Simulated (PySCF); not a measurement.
CH4N, SMILES C[NH], multiplicity 2.

Coordinates come from a B3LYP-D3(BJ)/def2-TZVP optimisation. The isomer is the one that the SMILES or the coordinates give; other isomers of the formula were not compared.

All values below come from M06-2X/def2-TZVPD (PySCF).

```yaml
total_energy: -95.17603 hartree
point_group: Cs
"α spin, highest occupied and lowest empty level": -9.17 and 0.56 eV
"β spin, highest occupied and lowest empty level": -9.18 and -1.12 eV
dipole_moment: 1.96 D
quadrupole, principal values (traceless, Buckingham form, about the centre of nuclear charge): -3.47, 0.29, 3.19 D·Å
mean_static_polarisability: 23.7 bohr³ (3.51 Å³)
polarisability_principal_values: 21.1, 22.6, 27.3 bohr³
"⟨S²⟩": 0.755 (pure state 0.75)
```
